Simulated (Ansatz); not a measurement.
```yaml
crystal:
  periodic: [false, false, false]
  atoms:
    - {symbol: C, position_ang: [-1.554927, 0.834855, 0.608753]}
    - {symbol: Si, position_ang: [0.171945, 0.252860, 1.009250]}
    - {symbol: C, position_ang: [0.827440, -0.968665, -0.277774]}
    - {symbol: C, position_ang: [0.974763, -0.387733, -1.648462]}
    - {symbol: O, position_ang: [0.653117, 0.731240, -1.949232]}
    - {symbol: H, position_ang: [-1.930980, 1.494196, 1.394414]}
    - {symbol: H, position_ang: [-2.242757, -0.010163, 0.522824]}
    - {symbol: H, position_ang: [-1.558136, 1.382117, -0.335239]}
    - {symbol: H, position_ang: [0.178407, -0.468315, 2.314728]}
    - {symbol: H, position_ang: [1.119023, 1.393236, 1.117950]}
    - {symbol: H, position_ang: [1.798531, -1.378950, 0.027520]}
    - {symbol: H, position_ang: [0.172283, -1.847232, -0.353095]}
    - {symbol: H, position_ang: [1.411790, -1.062146, -2.416738]}
basis:
  gaussian: {orbitals: 6-31G, final_grid: {core_spheres: 1, valence_spheres: 1, degree: 1}}
magnetization: {spin_polarized: true, initial_magnetization: 0}
hamiltonian: {xc: {name: PBE}}
```

```sh
$ ansatz run in.yaml --threads 4 --pin off --events-out ev --progress --plain --max-ram 10444MiB
```

It prints (some lines left out):

```
Functional definition: PBE
  name "PBE"
  cite "Perdew, Burke & Ernzerhof, Phys. Rev. Lett. 77, 3865 (1996) doi:10.1103/PhysRevLett.77.3865"
  parent pbe
  parameter kappa = 0.804
  parameter beta = 0.06672455060314922
  exchange = pbe_x(kappa = kappa, mu = beta*pi^2/3)
  correlation = pbe_c(beta = beta)
852 factors; integrals over basis functions are off by at most 2.4e-4 eV
mean field evaluation 1: about -13141.3049 eV, gradient 4.9e1 eV
mean field evaluation 2: about -13117.6329 eV, gradient 8.5e1 eV
mean field evaluation 4: about -13152.3150 eV, gradient 5.5e0 eV
mean field evaluation 8: about -13123.2827 eV, gradient 1.9e1 eV
mean field evaluation 16: about -13125.7427 eV, gradient 9.6e-2 eV
mean field evaluation 32: about -13125.7432 eV, gradient 9.9e-6 eV
a density is far from that of the atoms, so the factors are made again for it
924 factors; integrals over basis functions are off by at most 6.5e-5 eV
mean field -13125.74276044 eV, -482.3621494980 hartree, gradient 8.4e-6 eV, S^2 0.000000; 0 other end points of the search recorded, 0 dependent functions left out
reference -13125.74286989 eV, -482.3621535204 hartree; 24, 24 occupied and 41, 41 virtual orbitals, 924 factors
Total energy: -13125.74286989 eV, -482.3621535204 hartree
```

(1) Something in this input is off. What?

Results:

(1) The integration grid is far too coarse. The calculation finished and met its thresholds. The result belongs to that input, not to the molecule as meant.
